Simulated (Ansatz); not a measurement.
`BC(C)C` and `BC(C)[SeH]` differ in one atom or group.

Ansatz, PBE0-D4/def2-TZVP geometries, multiplicity 1. Each molecule was computed in one conformer, which needn't be the lowest.

Scalar relativity is left out up to krypton.

| property | `BC(C)C` |
| --- | --- |
| HOMO energy (B3LYP/def2-TZVPP) / eV | -8.17 |
| LUMO energy (PBE/def2-TZVPP) / eV | -2.21 |
| LUMO energy (ωB97M-V/def2-TZVPP) / eV | 0.67 |
| HOMO energy (ωB97M-V/def2-TZVPP) / eV | -10.65 |
| HOMO–LUMO gap (B3LYP/def2-TZVPP) / eV | 6.73 |
| HOMO–LUMO gap (ωB97M-V/def2-TZVPP) / eV | 11.32 |

Give the same properties after the change, and the shifts. (An estimate is asked.)

Computed: 
```csv
property,`BC(C)[SeH]`,shift
HOMO energy (B3LYP/def2-TZVPP) / eV,-6.32,1.85
LUMO energy (PBE/def2-TZVPP) / eV,-2.71,-0.50
LUMO energy (ωB97M-V/def2-TZVPP) / eV,0.22,-0.45
HOMO energy (ωB97M-V/def2-TZVPP) / eV,-8.76,1.89
HOMO–LUMO gap (B3LYP/def2-TZVPP) / eV,4.39,-2.34
HOMO–LUMO gap (ωB97M-V/def2-TZVPP) / eV,8.98,-2.34
```

With PBE0 the HOMO rises by 1.79 eV and the LUMO falls by 0.50 eV, so the gap narrows by about 2.29 eV. PBE moves the HOMO by 1.61 eV and ωB97M-V by 1.89 eV.

B3LYP here is the variant with VWN-RPA as its local correlation; programs differ in this.

Spin–orbit coupling is left out; it splits and shifts lone-pair levels of the heavy atoms by tenths of an eV.
